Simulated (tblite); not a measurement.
Compound: C₇H₁₃BFN.
SMILES with atom numbers: `[CH3:1][C:2]#[C:3][C@@H:4]([BH2-:5][NH2+:6][CH3:7])/[CH:8]=[CH:9]/[F:10]` (hydrogens: H11, H12, H13 on C1; H14 on C4; H15, H16 on B5; H17, H18 on N6; H19, H20, H21 on C7; H22 on C8; H23 on C9)
Bond orders are those of one Lewis drawing.

Computed with GFN2-xTB (tblite), gas phase: L-BFGS steps from a force-field or distance-geometry start until the largest atomic force falls under 0.01 eV/Å.

Step 115: E = -827.8020 eV
```
atom  x, y, z in Å  |  force x, y, z in eV/Å
C1     -3.1721   -1.4507   -1.2124   -0.003   0.001   0.000
C2     -2.1950   -0.7398   -0.4096    0.014   0.008  -0.004
C3     -1.4370   -0.1366    0.3000    0.015  -0.018   0.015
C4     -0.4336    0.5810    1.0597    0.002  -0.011   0.012
B5      0.9993   -0.2588    1.0770   -0.003  -0.009  -0.003
N6      1.3138   -0.5267   -0.4982    0.020   0.017  -0.011
C7      2.5143   -1.3101   -0.7726    0.014   0.002  -0.016
C8     -0.2396    1.9391    0.4698   -0.010  -0.014  -0.012
C9      0.1881    2.9824    1.1535    0.012   0.008   0.023
F10     0.4231    4.1810    0.5618   -0.019  -0.010  -0.021
H11    -4.1509   -1.3975   -0.7333    0.016  -0.033  -0.035
H12    -2.8867   -2.4986   -1.3217   -0.023   0.010   0.017
H13    -3.2444   -1.0026   -2.2053    0.001   0.002   0.026
H14    -0.7688    0.6697    2.0961   -0.012   0.031  -0.012
H15     1.8799    0.4046    1.5196    0.036  -0.022  -0.024
H16     0.8887   -1.3232    1.5929   -0.019  -0.016  -0.009
H17     0.4743   -0.9856   -0.8539    0.008  -0.008   0.010
H18     1.3785    0.3845   -0.9468    0.003  -0.002   0.035
H19     3.3807   -0.7823   -0.3790   -0.008   0.005   0.018
H20     2.6557   -1.4782   -1.8414   -0.006  -0.017  -0.021
H21     2.4440   -2.2684   -0.2627   -0.030   0.007  -0.001
H22    -0.4356    2.0451   -0.5905    0.015   0.048  -0.003
H23     0.4184    2.9990    2.2069   -0.019   0.023   0.013
```

Step 116: E = -827.8026 eV
```
atom  x, y, z in Å  |  force x, y, z in eV/Å
C1     -3.1640   -1.4519   -1.2130   -0.011   0.014  -0.005
C2     -2.1920   -0.7360   -0.4083    0.005  -0.017  -0.010
C3     -1.4369   -0.1329    0.3043    0.026  -0.017   0.020
C4     -0.4320    0.5838    1.0634   -0.011  -0.030   0.006
B5      0.9992   -0.2605    1.0772   -0.014   0.016   0.000
N6      1.3096   -0.5287   -0.4971    0.018   0.031  -0.052
C7      2.5084   -1.3136   -0.7754    0.000   0.008  -0.012
C8     -0.2364    1.9401    0.4711    0.007   0.027   0.023
C9      0.1852    2.9860    1.1559   -0.008  -0.034  -0.003
F10     0.4201    4.1837    0.5638   -0.012   0.006  -0.029
H11    -4.1453   -1.4008   -0.7378    0.029  -0.039  -0.039
H12    -2.8749   -2.4992   -1.3221   -0.025   0.022   0.029
H13    -3.2343   -1.0047   -2.2067   -0.002   0.002   0.027
H14    -0.7661    0.6734    2.1002   -0.006   0.033  -0.020
H15     1.8816    0.4029    1.5148    0.046  -0.021  -0.009
H16     0.8874   -1.3231    1.5944   -0.019  -0.030   0.000
H17     0.4683   -0.9836   -0.8542    0.009  -0.018   0.019
H18     1.3752    0.3834   -0.9445    0.007  -0.012   0.040
H19     3.3765   -0.7831   -0.3886   -0.011  -0.013   0.017
H20     2.6433   -1.4858   -1.8445   -0.003  -0.013  -0.020
H21     2.4391   -2.2706   -0.2624   -0.020   0.015   0.001
H22    -0.4260    2.0436   -0.5905    0.013   0.049  -0.004
H23     0.4089    3.0049    2.2104   -0.018   0.021   0.022
```

Step 117: E = -827.8035 eV
```
atom  x, y, z in Å  |  force x, y, z in eV/Å
C1     -3.1541   -1.4531   -1.2135   -0.013   0.021  -0.009
C2     -2.1886   -0.7311   -0.4058   -0.009  -0.048  -0.020
C3     -1.4362   -0.1285    0.3098    0.037  -0.011   0.026
C4     -0.4299    0.5871    1.0680   -0.017  -0.031  -0.005
B5      0.9991   -0.2626    1.0772   -0.024   0.038   0.001
N6      1.3053   -0.5309   -0.4963   -0.010   0.027  -0.091
C7      2.5017   -1.3182   -0.7794   -0.025   0.009  -0.001
C8     -0.2332    1.9424    0.4738   -0.008  -0.031  -0.016
C9      0.1812    2.9898    1.1585    0.008   0.030   0.042
F10     0.4165    4.1867    0.5647   -0.008   0.008  -0.027
H11    -4.1383   -1.4060   -0.7440    0.033  -0.039  -0.035
H12    -2.8603   -2.4993   -1.3219   -0.021   0.026   0.039
H13    -3.2210   -1.0070   -2.2076   -0.007   0.007   0.016
H14    -0.7634    0.6788    2.1050    0.002   0.029  -0.025
H15     1.8854    0.3986    1.5087    0.053  -0.017   0.013
H16     0.8843   -1.3240    1.5947   -0.016  -0.040   0.010
H17     0.4617   -0.9819   -0.8547    0.022  -0.015   0.031
H18     1.3723    0.3821   -0.9417    0.010  -0.012   0.037
H19     3.3710   -0.7847   -0.3997   -0.002  -0.032   0.016
H20     2.6286   -1.4951   -1.8484    0.004  -0.008  -0.023
H21     2.4322   -2.2733   -0.2625   -0.005   0.025   0.001
H22    -0.4149    2.0436   -0.5899    0.013   0.043   0.011
H23     0.3957    3.0137    2.2152   -0.018   0.017   0.008
```

Q: Estimate the geometry and energy of step 118. (The exact step hangs on the optimiser's Hessian estimate; all steps are aligned on step 117, rigid shifts and turns removed.)

A: E = -827.8047 eV, largest force 0.107 eV/Å
```
atom  x, y, z in Å  |  force x, y, z in eV/Å
C1     -3.1403   -1.4547   -1.2146   -0.010   0.022  -0.011
C2     -2.1829   -0.7267   -0.4027   -0.018  -0.067  -0.021
C3     -1.4343   -0.1232    0.3162    0.033  -0.017   0.023
C4     -0.4276    0.5918    1.0738   -0.018  -0.031  -0.019
B5      0.9989   -0.2633    1.0777   -0.022   0.044   0.002
N6      1.2994   -0.5337   -0.4962   -0.027   0.025  -0.100
C7      2.4920   -1.3246   -0.7854   -0.044   0.011   0.003
C8     -0.2298    1.9456    0.4776    0.020   0.018   0.024
C9      0.1755    2.9964    1.1641   -0.018  -0.011   0.003
F10     0.4144    4.1902    0.5661   -0.006   0.025  -0.022
H11    -4.1280   -1.4141   -0.7530    0.024  -0.026  -0.021
H12    -2.8417   -2.4994   -1.3214   -0.008   0.016   0.043
H13    -3.2026   -1.0099   -2.2088   -0.013   0.017  -0.004
H14    -0.7614    0.6865    2.1104    0.012   0.021  -0.023
H15     1.8920    0.3937    1.5015    0.045  -0.015   0.030
H16     0.8804   -1.3241    1.5954   -0.010  -0.039   0.017
H17     0.4531   -0.9813   -0.8527    0.019  -0.013   0.034
H18     1.3687    0.3794   -0.9401    0.005   0.001   0.024
H19     3.3645   -0.7887   -0.4165    0.000  -0.051   0.011
H20     2.6068   -1.5086   -1.8549    0.015  -0.004  -0.012
H21     2.4227   -2.2765   -0.2620    0.013   0.028  -0.001
H22    -0.4008    2.0461   -0.5879    0.015   0.032   0.010
H23     0.3760    3.0263    2.2232   -0.009   0.014   0.009
```

The energy changes by -0.0011 eV. The first-order estimate −F·Δx gives -0.0016 eV and the mean of the old and new forces, exact on a quadratic surface, -0.0011 eV. The step makes an angle of 83° with the force vector and moves no atom by more than 0.026 Å.

What follows is the cost of the whole relaxation. On one thread, Arm Neoverse V1 (aarch64) (shared host), this took 1.7 s of wall time.
